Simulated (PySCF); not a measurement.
## Ir⁶⁷⁺: ionisation energy

Ir⁶⁷⁺ [Ne] → Ir⁶⁸⁺ [He] 2s2 2p5 [2p1/2^2 2p3/2^3, M_J = 3/2], as a difference of total energies. Calculation: PySCF 2.14, in an even-tempered Gaussian basis (16 s from 52 bohr⁻², ratio 2.4; 13 p from 68 bohr⁻², ratio 2.4; 5 d from 240 bohr⁻², ratio 2.6; 4 f from 360 bohr⁻², ratio 2.6); the two-component X2C-1e Hamiltonian. Correlated levels: nothing frozen; the 28 highest virtual spinors dropped. "Screened" scales the spin-orbit matrix elements by Boettger's factors to mimic the two-electron term; Breit and QED terms are absent.

```
                    method  ionisation energy (eV)
           GHF (spin-free)                 17540.5
          GMP2 (spin-free)                 17542.2
 GHF (screened spin-orbit)                 17063.3
GMP2 (screened spin-orbit)                 17065.0
```

For this ion Breit and QED terms and the two-electron picture change, all absent here, outweigh the correlation shift from GHF to GMP2.

The spin-free rows lack the spin-orbit shift.

For comparison: 17040 ± 40 eV (theoretical estimate listed by NIST; NIST Atomic Spectra Database, ionization energies).
